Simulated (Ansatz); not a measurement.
Input and output for `C1[CH2][GeH2][NH]1`.

```yaml
crystal:
  periodic: [false, false, false]
  atoms:
    - {symbol: C, position_ang: [-0.788425, -0.072638, -0.768399]}
    - {symbol: C, position_ang: [-0.067755, -1.108902, 0.123924]}
    - {symbol: Ge, position_ang: [0.953951, 0.404103, 0.859703]}
    - {symbol: N, position_ang: [-0.454663, 1.177631, -0.064134]}
    - {symbol: H, position_ang: [-0.388194, -0.114381, -1.790202]}
    - {symbol: H, position_ang: [-1.871265, -0.233150, -0.833422]}
    - {symbol: H, position_ang: [0.471392, -1.888910, -0.409501]}
    - {symbol: H, position_ang: [-0.725296, -1.564931, 0.863652]}
    - {symbol: H, position_ang: [2.376995, 0.624667, 0.289103]}
    - {symbol: H, position_ang: [0.976419, 0.701988, 2.371163]}
    - {symbol: H, position_ang: [-0.417759, 2.017624, -0.621487]}
basis:
  gaussian: {orbitals: def2-mTZVPP}
hamiltonian: {xc: {name: PBE}, dispersion: d3bjatm}
output: {forces: true}
```

```sh
$ ansatz run in.yaml --threads 4 --pin off --events-out ev --progress --plain --max-ram 10444MiB
```

It prints (some lines left out):

```
Functional definition: PBE
1271 factors; their error is unknown
mean field evaluation 1: about -60167.2387 eV, gradient 8.8e1 eV
mean field evaluation 2: about -60092.6088 eV, gradient 1.8e2 eV
mean field evaluation 4: about -60182.2452 eV, gradient 2.2e1 eV
mean field evaluation 8: about -60183.2950 eV, gradient 3.3e-1 eV
mean field evaluation 16: about -60183.2600 eV, gradient 3.7e-4 eV
mean field -60183.26000500 eV, -2211.6940115050 hartree, gradient 5.6e-5 eV, S^2 0.000000; 0 other end points of the search recorded, 0 dependent functions left out
reference -60183.26003933 eV, -2211.6940127665 hartree; 29, 29 occupied and 104, 104 virtual orbitals, 1271 factors
Total energy: -60183.48187720 eV, -2211.7021651579 hartree
Atom 0 at    -0.788425    -0.072638    -0.768399 Å, force    -0.053082    -0.119874    -0.137410 eV/Å
Atom 1 at    -0.067755    -1.108902     0.123924 Å, force    -0.044681    -0.143866    -0.014931 eV/Å
Atom 2 at     0.953951     0.404103     0.859703 Å, force     0.479910     0.025007     0.285428 eV/Å
Atom 3 at    -0.454663     1.177631    -0.064134 Å, force    -0.375178     0.219702     0.226717 eV/Å
Atom 4 at    -0.388194    -0.114381    -1.790202 Å, force     0.093856    -0.017139    -0.264137 eV/Å
Atom 5 at    -1.871265    -0.233150    -0.833422 Å, force    -0.288489    -0.048106    -0.021976 eV/Å
Atom 6 at     0.471392    -1.888910    -0.409501 Å, force     0.142514    -0.191612    -0.128657 eV/Å
Atom 7 at    -0.725296    -1.564931     0.863652 Å, force    -0.152485    -0.114461     0.184916 eV/Å
Atom 8 at     2.376995     0.624667     0.289103 Å, force     0.150730     0.007421    -0.048833 eV/Å
Atom 9 at     0.976419     0.701988     2.371163 Å, force    -0.002767     0.034893     0.154313 eV/Å
Atom 10 at    -0.417759     2.017624    -0.621487 Å, force     0.049672     0.348035    -0.235430 eV/Å
Dipole moment:     0.105316    -0.071462    -0.135107 e Å
```

It took 0.7 s on 4 threads of an Intel Xeon 6975P-C on a shared host, with 0.43 GiB of host memory at the peak.
